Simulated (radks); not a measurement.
Tm XIX, configuration [Kr] 4d10 4f5.

All-electron calculation, scalar-relativistic Kohn-Sham, LDA (Slater exchange, VWN5 correlation), spin-polarised, spherical densities, finite nucleus; open shells are filled with parallel spins first (spin-orbit coupling, left out, can overturn this in heavy ions); Fermi nuclear charge, rms radius 5.2256 fm. Program: a radial shooting solver on a logarithmic mesh with Libxc functionals.

Energy parts (eV):
part                      energy
total                 -365745.88
kinetic                397628.44
electron-nucleus      -875228.50
Hartree                118916.08
exchange-correlation    -7061.91

Orbitals (lengths in bohr, moments of r in powers of bohr):
orbital  occ.  eigenvalue (eV)      <r^2>  <1/r>
1s up       1        -59680.32  0.0005493  79.00
1s down     1        -59680.34  0.0005493  79.00
2s up       1        -10451.26   0.008529  18.41
2s down     1        -10451.09   0.008528  18.41
2p up       3        -9286.454   0.006951  16.96
2p down     3        -9286.333   0.006950  16.96
3s up       1        -2707.604    0.05587  6.794
3s down     1        -2703.824    0.05578  6.801
3p up       3        -2354.663    0.05626  6.340
3p down     3        -2350.907    0.05615  6.347
3d up       5        -1917.266    0.04685  6.007
3d down     5        -1914.341    0.04671  6.014
4s up       1        -883.6441     0.2659  2.956
4s down     1        -876.9942     0.2664  2.952
4p up       3        -763.8593     0.2946  2.730
4p down     3        -757.4044     0.2953  2.725
4d up       5        -604.7527     0.3264  2.477
4d down     5        -598.4462     0.3277  2.471
4f up       5        -427.3026     0.3529  2.163
4f down     0        -420.7732     0.3568  2.156
5s up       0        -404.2952      1.015  1.451
5s down     0        -400.5100      1.023  1.443
5p up       0        -360.7383      1.154  1.347
5p down     0        -357.2976      1.166  1.338

The highest occupied level is 4f up at -427.30 eV. For comparison, the ionisation energy in NIST's Atomic Spectra Database is 460 eV (theoretical). In exact Kohn-Sham theory the highest level is minus the ionisation energy, but local and semilocal functionals leave it too shallow, through self-interaction and a potential that decays too fast; potentials with the right tail come closer. The density falls to 0.001 e/bohr^3 at r = 1.59 bohr. Summed over all electrons, <r^2> = 8.313 bohr^2, which gives a Langevin (diamagnetic) susceptibility term of -6.58 x 10^-6 cm^3/mol. Spin moment in Bohr magnetons: 5. The electron density at the nucleus is 9.976e+05 e/bohr^3 (large components only).
